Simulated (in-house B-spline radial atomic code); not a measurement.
Settings and results of a run for Rh2+ (with a hole in an inner shell). Method: Dirac-Kohn-Sham LDA VWN5, spherical fractional occupations, Fermi nucleus of rms radius 4.4945 fm. Calculated with a radial B-spline atomic code at the basis-set limit.

Command:
```bash
python run_scf.py task.json out
```
Settings (nuclear radius in fm, mass in u):
```
Z                45
configuration    1s1 2s2 2p6 3s2 3p6 3d10 4s2 4p6 4d8
hamiltonian      dirac
method           lda,vwn
spin_polarised   False
nucleus          fermi
rms_radius       4.4945
atomic_mass      102.90549
speed_of_light   137.035999084
```

Output (hartree, bohr):
```
 radial grid: 73 intervals, B-splines of order 8, outer radius 38.5185 bohr

 iter        energy (Eh)    residual
    1       -3908.038530    1.46e+00
    2       -3913.458578    6.07e-01
    3       -3923.586935    7.20e-02
    4       -3923.866207    2.54e-02
    5       -3923.881734    6.82e-03
    6       -3923.882597    2.30e-03
    7       -3923.882661    1.44e-03
    8       -3923.882741    7.03e-06
    9       -3923.882741    4.38e-07

 total energy                     -3923.88274
 kinetic                            4074.1216
 electron-nucleus                  -9685.8824
 Hartree                            1808.2413
 exchange-correlation               -120.3633

 first-order corrections (not in the total)
   Gaunt                             1.9240
   retardation                      -0.2176
   frequency dependence             -0.0133
   self-energy                       1.3433
   Uehling                          -0.1580
   Wichmann-Kroll                    0.0027
   recoil                            0.0152

 orbital      occ     eigenvalue          <r>       <r^2>       <1/r>     <1/r^3>     <1/r^2>       r_max    small
 1s1/2      1.000      -866.9052    0.0324277  0.00141907     47.2833           -     4752.12     0.02109  2.73e-02
 2s1/2      2.000      -128.5375     0.139448   0.0229753     10.9693           -     541.205      0.1183  5.80e-03
 2p1/2      2.000      -120.7038     0.117579   0.0169693     11.0128           -     177.897     0.09088  5.87e-03
 2p3/2      4.000      -115.0040     0.122443   0.0182761     10.3919     3204.42     147.018     0.09496  5.66e-03
 3s1/2      2.000       -23.9322     0.382654    0.167671     3.82617           -      102.93      0.3451  1.62e-03
 3p1/2      2.000       -20.5234     0.372391    0.161353     3.75326           -     33.5137      0.3294  1.58e-03
 3p3/2      4.000       -19.5303     0.383028    0.170477     3.60174     567.718     27.8832       0.339  1.52e-03
 3d3/2      4.000       -13.0659     0.355455    0.150913     3.44621     87.9096      15.055        0.28  1.42e-03
 3d5/2      6.000       -12.8619     0.358951    0.153746     3.40595     82.9837     14.6387      0.2828  1.40e-03
 4s1/2      2.000        -3.9993      0.94855     1.02038     1.46163           -     19.9827      0.8555  4.09e-04
 4p1/2      2.000        -2.9059       1.0134     1.17717      1.3494           -     6.05344      0.8911  3.59e-04
 4p3/2      4.000        -2.7421      1.04359     1.24858      1.3011     93.6168      5.0493      0.9157  3.41e-04
 4d3/2      3.200        -1.0277      1.36258      2.2229    0.984554     8.70388     1.86264       1.066  2.08e-04
 4d5/2      4.800        -1.0081      1.37901     2.27738    0.971743     8.12378     1.80202       1.077  2.04e-04
```

Run time, properties included: 0.87 s on 1 thread of Arm Neoverse V2 (shared host).

For the Dirac Hamiltonian the kinetic term is c α·p + (β - 1)c².
